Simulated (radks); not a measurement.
The numbers below are computed, except where a source is named.
Species: Nb8+. Configuration: [Ar] 3d10 4s2 4p3. Code: a radial shooting solver on a logarithmic mesh with Libxc functionals. Model: non-relativistic Kohn-Sham, LDA (Slater exchange, Perdew-Wang correlation), spin-unpolarised, spherical densities, point nucleus; relativity is left out, which matters for an element this heavy.

Unscreened Slater integrals over Kohn-Sham orbitals (eV).

integral,value
"F0(4p,4p)",21.188
"F2(4p,4p)",11.274
"F0(4p,4s)",21.756
"G1(4p,4s)",14.947
"F0(4p,3d)",27.161
"F2(4p,3d)",6.7635
"G1(4p,3d)",2.2547
"G3(4p,3d)",2.1878
"F0(4p,3p)",26.987
"F2(4p,3p)",7.0101
"G0(4p,3p)",1.8472
"G2(4p,3p)",2.2112
"F0(4s,4s)",22.384
"F0(4s,3d)",28.373
"G2(4s,3d)",2.4468
"F0(4s,3p)",28.190
"G1(4s,3p)",2.4048
"F0(3d,3d)",57.826
"F2(3d,3d)",28.481
"F4(3d,3d)",18.092
"F0(3d,3p)",55.717
"F2(3d,3p)",26.898
"G1(3d,3p)",31.364
"G3(3d,3p)",19.929
"F0(3p,3p)",54.536
"F2(3p,3p)",27.492

Derived for the open shells (J is the average intra-shell exchange parameter used in DFT+U). 4p: J = F2/5 = 2.255 eV.
